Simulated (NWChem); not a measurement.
# C$_{2}$H$_{5}$S, doublet; SMILES C[CH]S

```xyz
8

C      0.2568     1.6648    -0.0340
C     -0.5856     0.4475     0.0814
S      0.0440    -1.1626    -0.0568
H      0.6077     1.8443    -1.0702
H     -0.3050     2.5579     0.2793
H      1.1594     1.6005     0.5988
H     -1.6661     0.4973    -0.0783
H      1.3055    -0.8969     0.3534
```
Atoms are numbered in this order, from 1.

Level: PBE0/def2-SVP, spin-unrestricted (NWChem), optimised geometry, unscaled harmonic frequencies. 

Q: List the harmonic frequencies with IR intensities, and the thermochemistry.

A: 
```csv
frequency (cm⁻¹),IR intensity (km/mol)
149,0.5
225,5.8
330,3.0
417,48.4
731,9.3
898,7.7
991,1.1
1068,10.2
1137,0.2
1316,16.1
1390,1.9
1441,11.0
1452,3.9
2689,4.7
2997,29.7
3079,16.8
3145,9.8
3224,1.8
```

```
Quantity                                                                                             Result
-----------------------------------------------------------------------------------------  ----------------
zero-point energy                                                                             38.1 kcal/mol
thermal correction to the enthalpy at 298.15 K (with zero-point energy)                       41.8 kcal/mol
heat capacity Cv                                                                           15.4 cal/(mol K)
entropy at 298.15 K and 1 atm (symmetry number 1, electronic part: spin degeneracy alone)  70.4 cal/(mol K)
dipole moment                                                                                        1.26 D
```

Rigid rotor and harmonic oscillator.
